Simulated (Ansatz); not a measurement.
Na3Cl3⁺, relaxed as a doublet with UKS B3LYP-D4/def2-SVP in Ansatz, starting from the GFN1-xTB geometry. Force threshold 0.02 eV/Å.

The structure comes from a short search, and lower isomers may exist.

Start:

```xyz
6

Na    0.642   -1.242    1.930
Na    0.818    1.694   -0.283
Na   -2.299   -0.195   -0.762
Cl   -1.004    0.536    1.272
Cl   -0.014   -0.131   -1.915
Cl    1.857   -0.662   -0.241
```

| step | energy (eV) | largest force component (eV/Å) | SCF passes |
| --- | --- | --- | --- |
| 1 | -50803.8646 | 0.801 | 16 |
| 2 | -50804.0333 | 0.126 | 19 |
| 3 | -50804.0419 | 0.048 | 23 |
| 4 (rejected) | -50804.0416 | 0.035 | 22 |
| 5 | -50804.0440 | 0.015 | 23 |

Force components are those of the run's own axes.

End:

```csv
atom,x (Å),y (Å),z (Å)
Na1,0.608,-1.226,1.937
Na2,0.777,1.694,-0.223
Na3,-2.260,-0.246,-0.725
Cl4,-1.087,0.645,1.395
Cl5,0.016,-0.123,-2.084
Cl6,1.945,-0.744,-0.301
```

By distances, no bond broke or formed. The bond that changes most is Na2–Cl6, from 2.58 to 2.70 Å (atoms count from 1). The end is the same structure that another start reached, the lowest one found.

No frequencies were taken in this run, so the end may be a saddle point.

Hardware: 4 threads of Intel Xeon on a shared host. Wall time 26 s.
